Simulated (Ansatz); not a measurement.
Consider the ligand exchange at a B–C bond: `FB([SiH3])C[SiH3]` + HBr → `FB([SiH3])Br` + `C[SiH3]`.

Gas-phase electronic energies from Ansatz, PBE0-D4/def2-TZVP geometries. CCSD(T)/CBS is the MP2 limit (def2-TZVPP, def2-QZVPP) plus CCSD(T) − MP2 in def2-TZVPP, frozen cores. This one scheme is used for every species. For Br outer-core shells are correlated without core-valence functions, which leaves a few kJ/mol of doubt a bond. Scalar relativity is left out up to krypton. One conformer a species, not always the lowest.

```json
{"species": "`FB([SiH3])C[SiH3]`", "MP2/def2-SVP energy (Eh)": "-744.86667"}
{"species": "HBr", "MP2/def2-SVP energy (Eh)": "-2572.92615"}
{"species": "`FB([SiH3])Br`", "MP2/def2-SVP energy (Eh)": "-2987.38888"}
{"species": "`C[SiH3]`", "MP2/def2-SVP energy (Eh)": "-330.43055"}
```

**Question.** Work out ΔE.

**Answer.** ΔE = (-2987.38888) + (-330.43055) − (-744.86667) − (-2572.92615) = -0.02661 Eh = -0.72 eV. CCSD(T)/CBS gives -0.72 eV.

Largest T1 diagnostic among the species: 0.013.

In def2-TZVPP, CCSD(T) changes the Hartree–Fock value by +0.08 eV (the triples alone add −0.00 eV) and MP2 by +0.03 eV. At CCSD(T), def2-SVP lies +0.04 eV from the extrapolated value and def2-TZVPP +0.02 eV. The D4 term adds +0.06 eV with B3LYP and +0.04 eV with PBE0; it sums over pairs of atoms, weighted by their polarisabilities, and B3LYP, whose exchange is more repulsive, gets the larger term.

B3LYP here is the variant with VWN-RPA as its local correlation; programs differ in this.
